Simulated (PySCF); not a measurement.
Compound: C4H10N2P2.
Atom-mapped SMILES: `[CH3:1][N:2]1[CH:3]=[CH:4][N:5]([CH3:6])[P:7]1[PH2:8]` (hydrogens: H9, H10, H11 on C1; H12 on C3; H13 on C4; H14, H15, H16 on C6; H17, H18 on P8)

Theory: B3LYP/def2-SV(P) geometry optimisation, gas phase in PySCF 2.14.0.

What internal coordinates does the optimisation give?

| bond | length (Å) |
| --- | --- |
| C1–N2, N5–C6 | 1.446 |
| N2–C3, C4–N5 | 1.405 |
| C3=C4 | 1.351 |
| P7–P8 | 2.422 |
| N2–P7, N5–P7 | 1.733 |
| C1–H9 and 5 like bonds | 1.107 |
| C3–H12, C4–H13 | 1.091 |
| P8–H17, P8–H18 | 1.439 |

Bonds in one row agree within 0.01 Å and their mean is given. A selection of angles:
| angle | degrees |
| --- | --- |
| C1–N2–C3 | 122.2 |
| C1–N2–P7 | 122.8 |
| C3–N2–P7 | 111.3 |
| N2–C3–C4 | 112.4 |
| N5–P7–P8 | 101.1 |
| N2–P7–N5 | 88.7 |

Torsions: C1–N2–C3–C4 173° (antiperiplanar); N2–C3–C4–N5 0° (synperiplanar); C3–C4–N5–C6 -171° (antiperiplanar); C4–N5–P7–P8 -83° (synclinal); C1–N2–P7–N5 -177° (antiperiplanar).

The 5-membered ring N2–C3–C4–N5–P7 has internal angles of 88.7° to 112.5° (sum 536°, against 540° for a flat polygon); it is puckered, 0.09 Å rms from its mean plane, widest ring torsion 18°. P8 (three-coordinate phosphorus) is pyramidal (angles 91.7°, 89.9° and 89.7°, sum 271.3°, 0.93 Å off the plane of its three neighbours). The C–N distances run from 1.404 Å (N2–C3, drawn single) to 1.446 Å (C1–N2, drawn single), a spread of 0.042 Å. P7 (three-coordinate phosphorus) is pyramidal (angles 101.1°, 101.1° and 88.7°, sum 290.9°, 0.96 Å off the plane of its three neighbours). N2 (nitrogen bonded to 2 C and P) is almost planar (angles 122.8°, 122.2° and 111.3°, sum 356.3°, 0.17 Å off the plane of its three neighbours).

B3LYP/def2-SV(P) frequencies: not computed here. The numbers are those of one conformer (N5–P7–P8–H -91° and 178°, C1–N2–C3–C4 173°, C3–C4–N5–C6 -171°, C4–N5–P7–P8 -83°, C1–N2–P7–N5 -177°).
